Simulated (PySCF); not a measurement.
PySCF job for HgBr, SMILES [Hg+][Br], charge +1, C-PCM-B3LYP/def2-TZVPD. The structure is a stationary point at r2SCAN-D4/def2-TZVP. The spin state was assumed, not searched. The def2 effective core potentials stand for the cores of Hg; spin–orbit coupling is left out.

```python
import numpy as np
from pyscf import gto, scf, dft
from pyscf.solvent import pcm

mol = gto.M(
    atom='''
    Hg    0.00000000    0.00000000   -0.72277028
    Br    0.00000000    0.00000000    1.65204637
    ''',
    basis='def2-TZVPD',
    ecp={'Hg': 'def2-tzvp'},
    charge=1,
    spin=0,
    max_memory=1600,
    verbose=3,
)
mf = dft.RKS(mol, xc='b3lyp').density_fit(auxbasis='def2-universal-jkfit')
mf.grids.level = 3
mf.conv_tol = 1e-9
mf.max_cycle = 100
mf.kernel()
res = {}
for name, eps in {'water': 78.355, 'toluene': 2.3741, 'dichloromethane': 8.93}.items():
    s = mf.PCM()
    s.with_solvent.method, s.with_solvent.eps, s.with_solvent.lebedev_order = 'C-PCM', eps, 29
    s.kernel(mf.make_rdm1())
    res[name] = (s.e_tot, eps, s.dip_moment(), s.mo_energy, s.converged)
    print(f'{name}: electrostatic solvation free energy {(s.e_tot - mf.e_tot) * 627.509474:.3f} kcal/mol')
```

Output:

```
converged SCF energy = -2727.4078013168

WARN: PCM is an experimental feature. It is still in testing.
Features and APIs may be changed in the future.

converged SCF energy = -2727.55639032599

WARN: System has nonzero charge 1; the dipole moment is origin-dependent.
Location of origin: [0. 0. 0.]

Dipole moment(X, Y, Z, Debye):  0.00000, -0.00000, -6.72928
water: electrostatic solvation free energy -93.241 kcal/mol

WARN: PCM is an experimental feature. It is still in testing.
Features and APIs may be changed in the future.

converged SCF energy = -2727.49066353683

WARN: System has nonzero charge 1; the dipole moment is origin-dependent.
Location of origin: [0. 0. 0.]

Dipole moment(X, Y, Z, Debye):  0.00000, -0.00000, -4.61649
toluene: electrostatic solvation free energy -51.997 kcal/mol

WARN: PCM is an experimental feature. It is still in testing.
Features and APIs may be changed in the future.

converged SCF energy = -2727.5396341771

WARN: System has nonzero charge 1; the dipole moment is origin-dependent.
Location of origin: [0. 0. 0.]

Dipole moment(X, Y, Z, Debye):  0.00000, -0.00000, -6.14361
dichloromethane: electrostatic solvation free energy -82.726 kcal/mol
```

The run converged.

Cost: very roughly 12 core-seconds.
